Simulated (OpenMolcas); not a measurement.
Ce3+: moving or changing the point charges

Ce3+ among 6 point charges of -2 e arranged as a tetragonal octahedron (D4h), 2.29 Å from the ion, with the axial distance 2.130 Å.

```yaml
Program: OpenMolcas 26.06
Method: CASSCF
Basis: ANO-RCC-VDZP [7s6p4d2f1g]
Scalar_Hamiltonian: DKH2, point nucleus
Active_space: 1 electron in 7 orbitals (4f)
State_averaging: 2S+1 = 2 odd, 7 roots
Spin-orbit_coupling: RASSI with atomic mean-field integrals over the reference wave functions
```

Runs around this geometry, states (labels of D4, the rotations of D4h). Energies in cm-1 above the lowest state or level, χT in cm3 K/mol.

| R (Å) | q (e) | Ground state | First state of that spin | First gap with spin-orbit (degeneracies) | Width of lowest J | χT at 300 K |
| --- | --- | --- | --- | --- | --- | --- |
| 2.29 | -1 | 2B1 | 2E 482.3 | 420.0 (2, 2) | 871 | 0.576 |
| 2.29 | -2 | 2B1 | 2E 997.1 | 817.9 (2, 2) | 1652 | 0.369 |
| 2.39 | -2 | 2B1 | 2E 789.4 | 653.4 (2, 2) | 1409 | 0.437 |
| 2.63 | -2 | 2B1 | 2E 451.1 | 393.9 (2, 2) | 974 | 0.587 |

Taking the width of the lowest J multiplet as R^-n, n = -ln(974 / 1652) / ln(2.63 / 2.29) = 3.8 between the shortest and longest distance.

Scaling the charges by -1 / -2 = 0.50 scales the width of the lowest J multiplet by 871 / 1652 = 0.53; with fixed orbitals a first-order splitting would follow the charge.

This is an electrostatic model: the charges have no orbitals. No measured value stands beside these numbers.
